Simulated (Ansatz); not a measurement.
Geometry optimisation, RKS PBE0/def2-mTZVP in Ansatz.

Input:

```yaml
crystal:
  periodic: [false, false, false]
  atoms:
    - { symbol: Al, position_ang: [0.038702, 0.658454, -0.576919] }
    - { symbol: F, position_ang: [-0.01519, 0.119486, 2.257311] }
    - { symbol: "N", position_ang: [1.598027, -0.025177, -1.013334] }
    - { symbol: H, position_ang: [1.739067, -0.884742, -1.523137] }
    - { symbol: H, position_ang: [2.482534, 0.355742, -0.712656] }
    - { symbol: "N", position_ang: [-1.545121, 0.036783, -1.020309] }
    - { symbol: H, position_ang: [-1.738085, -0.891444, -1.366438] }
    - { symbol: H, position_ang: [-2.40544, 0.525259, -0.821649] }
    - { symbol: Br, position_ang: [0.068481, 2.835901, 0.386026] }
    - { symbol: H, position_ang: [-0.045276, 1.026539, 2.450006] }
basis:
  gaussian: { orbitals: def2-mTZVP }
hamiltonian:
  xc: pbe0
relax:
  f_tol: 0.03
  max_steps: 50
```

Launched with:

```bash
$ ansatz run input.yaml --threads 4 --pin off --max-ram 5120MiB --backend cpu --events-out ev --progress --plain --runs-dir out
```

**Question.** Where does it end, and by what steps?

**Answer.** The run converged. After 15 steps the energy has fallen by 0.174 eV; F2 moved furthest, 0.56 Å. Joined: Al1–F2 (2.89 → 2.06 Å).

| step | energy less start (eV) | largest force component (eV/Å) | accepted |
| --- | --- | --- | --- |
| 0 | 0.0000 | 0.819 | yes |
| 1 | -0.0730 | 0.425 | yes |
| 2 | -0.0995 | 0.406 | yes |
| 3 | -0.1320 | 0.426 | yes |
| 4 | -0.1505 | 0.387 | yes |
| 5 | -0.1575 | 0.072 | yes |
| 6 | -0.1587 | 0.057 | yes |
| 7 | -0.1594 | 0.059 | yes |
| 8 | -0.1657 | 0.094 | yes |
| 9 | -0.1190 | 1.429 | no |
| 10 | -0.1697 | 0.060 | yes |
| 11 | -0.1704 | 0.341 | yes |
| 12 | -0.1685 | 0.216 | no |
| 13 | -0.1730 | 0.088 | yes |
| 14 | -0.1739 | 0.058 | yes |
| 15 | -0.1740 | 0.025 | yes |

```xyz
10
Properties=species:S:1:pos:R:3
Al 0.013 0.578 -0.273
F 0.198 0.214 1.750
N 1.544 -0.130 -0.808
H 1.687 -0.465 -1.750
H 2.434 -0.018 -0.345
N -1.542 0.009 -0.884
H -1.712 -0.918 -1.244
H -2.390 0.554 -0.893
Br -0.132 2.806 0.500
H 0.078 1.128 2.006
```

Whether the end is a true minimum wasn't checked by a vibrational analysis.

Time of the run: 35 s on 4 threads of Arm Neoverse V2, with other jobs on the host, peak memory 0.33 GiB.
